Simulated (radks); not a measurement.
Results of a calculation; reference values are marked as such.
Problem. These are the eigenvalues of the occupied orbitals of an atom or ion with whole-number occupations (hartree). Level of theory: scalar-relativistic Kohn-Sham, LDA (Slater exchange, Perdew-Wang correlation), spin-polarised, spherical densities, point nucleus (a radial shooting solver on a logarithmic mesh with Libxc functionals).

1s up: -201.9315
1s down: -201.8908
2s up: -27.29081
2s down: -27.25067
2p up: -23.70180
2p down: -23.65248
3s up: -7.11110
3s down: -6.96901
3p up: -6.09934
3p down: -5.96030

Which element is it, and in what charge state? The configuration may be excited. Open shells, if any, are filled with parallel spins first.

Solution. Z = 23, vanadium, charge +7: V7+ in [Ne] 3s2 3p4. The list shows which subshells hold electrons but not how many an open one holds; the 1s level, -201.93 hartree, gives Z - s = 20.1 by -(Z - s)^2/2, which with screening and relativity narrows Z to a few neighbours, and the depths of the outer levels then fix element, charge and occupations together.
